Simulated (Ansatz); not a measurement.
Molecule: C5H6N, net charge 0, doublet state. It need not be the lowest isomer of its formula. SMILES: Cc1cc[c][nH]1
Geometry from a B3LYP-D3(BJ)/def2-TZVP (Ansatz, an electronic-structure program) optimisation:
```xyz
12

C      1.6351    -0.2102    -0.0469
C      1.2737     0.8997    -0.7448
C     -0.1562     0.9556    -0.6187
C     -0.5813    -0.1084     0.1386
N      0.5520    -0.8285     0.4887
C     -1.9419    -0.5270     0.5730
H      1.9117     1.5847    -1.2740
H     -0.7958     1.7103    -1.0482
H      0.5660    -1.6648     1.0442
H     -2.2056    -1.5207     0.1990
H     -2.6787     0.1772     0.1881
H     -2.0383    -0.5459     1.6626
```
Charge 0, spin multiplicity 2.

Computed values are from Ansatz. Correlated levels leave the core frozen unless marked. Open shells are spin-unrestricted. No spin-orbit coupling. No relativistic terms. CBS(X,Y): correlation extrapolated as X^-3; Hartree-Fock from the larger set. The bracket is a focal-point correction in the basis named.

The atomisation energy De comes out as 1238.5 kcal/mol at RI-MP2/CBS(cc-pVTZ,cc-pVQZ)+[CCSD(T)-MP2]/cc-pVTZ, the total energy is -248.4615 Eh at RI-MP2/CBS(cc-pVTZ,cc-pVQZ)+[CCSD(T)-MP2]/cc-pVTZ and the dipole moment comes out as 2.05 D at wB97M-V/def2-TZVPD. The T1 diagnostic comes out as 0.029 at CCSD/cc-pVTZ.

The UHF reference is spin-contaminated (<S^2> 0.21 over the pure value in the largest basis).
